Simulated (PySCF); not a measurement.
**Computed properties of BH4O3, SMILES [OH2+]B(O)O, charge +1**

BH4O3, SMILES OB(O)[OH2+], charge +1. The structure is a stationary point at PBE0-D3(BJ)/def2-SVP. The isomer is the one that the SMILES or the coordinates give; other isomers of the formula were not compared. One conformer was computed; it need not be the lowest. All values are computed for the isolated molecule unless a solvent is named; none is compared with measurement here.

**Structure.** All 18 harmonic modes at PBE0-D3(BJ)/def2-SVP (PySCF) are real, so it is a minimum. With heavy atoms numbered as in [OH:1][B:2]([OH:3])[OH2+:4], the shortest bond between them is B2–O3 at 1.314 Å and the longest B2–O4 at 1.505 Å.

**Vibrations.** The strongest infrared lines (harmonic, unscaled, degenerate partners summed) lie at 1726 cm⁻¹ (489 km/mol, B 74 %, O 23 %), 3824 cm⁻¹ (389 km/mol, H 92 %), 3878 cm⁻¹ (308 km/mol, H 94 %). The softest mode is at 138 cm⁻¹ and the zero-point energy is 37.3 kcal/mol.

**Electronic structure.** ωB97X/def2-TZVPD (PySCF) places the frontier levels at -17.90 and -3.85 eV, a gap of 14.05 eV and a mean polarisability of 24.9 bohr³. PBE/def2-TZVPD (PySCF) at the same geometry gives -13.69 and -6.83 eV, so its gap is 7.19 eV narrower. An orbital gap is neither the optical nor the fundamental gap.

**Excitations.** TDA-B3LYP/def2-SVPD (PySCF) has S1 at 7.92 eV (156 nm, f = 0.001, dark); the most intense of the 10 singlets computed lies at 10.80 eV (f = 0.09). T1 (TDA) is at 7.81 eV, 0.11 eV under S1. TDA-PBE/def2-SVPD (PySCF) puts S1 at 7.03 eV. No vertical singlet excitation falls in the visible range (under 3.1 eV).

**NMR.** GIAO shifts at HF/pcSseg-1 (PySCF) (non-relativistic, atoms alike by connectivity averaged): ¹H from 6.0 to 7.7 ppm against TMS; ¹¹B at 4.3 ppm against BF3.
